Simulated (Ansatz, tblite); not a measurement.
Cost and result up the ladder for Ga10P11H28⁺, a nanocrystal cut from wurtzite GaP (hydrogen-capped) (49 atoms). Charge 1, multiplicity 1. Geometry: PBE-D4/def2-SVP.

```xyz
49

P    -3.2166   -3.1686   -0.5160
Ga   -1.7600   -2.0643   -2.2119
P    -2.9920    2.1397   -1.3828
Ga   -1.6023    3.5726   -2.8715
P    -3.3215   -0.2823    1.7353
Ga   -3.1258   -2.6778    1.8189
Ga   -1.8148    0.9553    0.2968
P    -0.4692   -0.5905   -0.8240
P     0.5331    2.9080   -1.9285
Ga    1.0425    0.6045   -2.2880
P    -0.7666   -2.9521    2.1957
Ga    0.7826   -1.7598    0.7640
P     2.1627   -3.2493   -0.4551
P     3.2179    0.1004   -1.4467
Ga    3.9019   -2.1867   -1.8858
P    -0.5100    2.3508    1.6516
Ga    0.8395    3.7725    0.2559
Ga    0.3947    0.9668    3.4261
P     2.0036   -0.2763    2.1033
P     3.0619    3.0796    0.8795
Ga    3.7177    0.7631    0.7724
H    -4.6028   -3.0480   -0.8467
H    -3.1190   -4.5941   -0.5788
H    -2.7789   -1.2177   -3.0627
H    -0.8423   -3.2398   -2.7166
H    -3.7461    1.1510   -2.0870
H    -4.0610    2.8481   -0.7518
H    -1.7682    2.9292   -4.2943
H    -1.9573    5.0276   -2.3940
H    -4.6767   -0.0044    1.3733
H    -3.3116    0.2524    3.0587
H    -4.0722   -3.4092    2.8273
H     1.4929    3.6131   -2.7252
H     0.8296    0.1453   -3.7795
H    -0.5111   -4.3572    2.1244
H    -0.4642   -2.7221    3.5716
H     1.2649   -4.0905   -1.1821
H     2.6927   -4.2068    0.4641
H     4.1032    0.8832   -2.2568
H     3.4931   -2.5813   -3.3497
H     5.2346   -2.4952   -1.1113
H    -1.4575    3.2276    2.2715
H     0.5752    5.3016    0.4858
H    -0.7608   -0.0828    3.7531
H     1.1272    1.8517    4.4969
H     2.7056   -1.1239    3.0196
H     3.9966    3.8423    0.1128
H     3.3672    3.5942    2.1783
H     5.1678    0.4998    1.3099
```

Ansatz on 4 threads of AMD EPYC 7R13 on a shared host and a share (37 GiB) of an NVIDIA H100 80GB HBM3; xTB runs through tblite on one thread. Times are rough, summed over both states, and most runs start from the orbitals of an earlier one. PBE0-D4/def2-SVP serves as the yardstick here, not as an exact answer. The other state is a doublet.

The xTB rows come from tblite. B3LYP takes the VWN-RPA correlation. Single mean-field runs in def2-SVP are fitted with def2-universal-jkfit.

Run but left out: PBE-D4/def2-SVP (charge +2 doublet: an occupied level 0.02 eV above an empty one).

Raw xTB energies of ions are shifted by several eV.

```csv
level,functions,wall time,vertical IE (eV),difference from PBE0-D4/def2-SVP (eV)
GFN2-xTB,217,0.66 s,14.95,4.29
GFN1-xTB,245,0.92 s,14.33,3.68
B3LYP-D4/def2-SVP,658,19 s,10.59,-0.07
PBE0-D4/def2-SVP (with forces),658,24 s,10.66,0.00
```
